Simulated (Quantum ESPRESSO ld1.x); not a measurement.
Question: These are the eigenvalues of the occupied orbitals of an atom or ion with whole-number occupations (eV). Calculated with ld1.x of Quantum ESPRESSO 7.5: scalar-relativistic Kohn-Sham, Engel-Vosko exchange with Perdew-Wang LDA correlation, spin-unpolarised, spherical densities, point nucleus.

| orbital | eigenvalue |
|---|---|
| 1s | -83193.9 |
| 2s | -14745.8 |
| 2p | -12708.0 |
| 3s | -3499.76 |
| 3p | -2911.20 |
| 3d | -2294.60 |
| 4s | -770.041 |
| 4p | -577.202 |
| 4d | -348.946 |
| 5s | -118.086 |
| 4f | -95.8669 |
| 5p | -66.5741 |
| 5d | -9.9608 |
| 6s | -6.7169 |

Which element is it, and in what charge state? The configuration may be excited.

Answer: Z = 80, mercury, charge 0: Hg in [Hg]. The list shows which subshells hold electrons but not how many an open one holds; the 1s level, -3057.3 hartree, gives Z - s = 78.2 by -(Z - s)^2/2, which with screening and relativity narrows Z to a few neighbours, and the depths of the outer levels then fix element, charge and occupations together.
